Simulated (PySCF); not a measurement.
**Worked example: chemical shift, span and skew from a shielding tensor**

F₃GeHO, SMILES [Ge]([OH])([F])([F])[F]. Atoms are numbered in the order given.

```xyz
6

O      0.0757     1.7631     0.0000
Ge     0.0075     0.0092     0.0000
F     -0.8137    -0.6284    -1.3843
F      1.6248    -0.5817     0.0000
F     -0.8137    -0.6284     1.3843
H     -0.8220     2.1497     0.0000
```

Coordinates come from a PBE-D3(BJ)/def2-SVP optimisation. The structure was generated by enumeration, and PubChem lists no compound with its InChIKey, so it may never have been made. One conformer was computed; it need not be the lowest.

GIAO shieldings from HF/pcSseg-1 run with PySCF, non-relativistic, no solvent. The symmetric part of the tensor of F3 has the principal values 345.3, 356.5, 445.2 ppm. The same nucleus in CFCl3 has σ = 238.5 ppm at this level (PySCF, at its B3LYP-D3(BJ)/def2-TZVP geometry).

Work out the isotropic shielding, the ¹⁹F shift against CFCl3, the span and the skew.


σ(iso) = (σ11 + σ22 + σ33)/3 = 382.3 ppm. δ = σ(ref) − σ(iso) = 238.5 − (382.3) = -143.8 ppm.
Span Ω = σ33 − σ11 = 99.9 ppm. Skew κ = 3(σ(iso) − σ22)/Ω = 0.78. Tumbling in solution averages the tensor to δ; in a static solid the shielding alone would spread this spin-1/2 line over Ω.
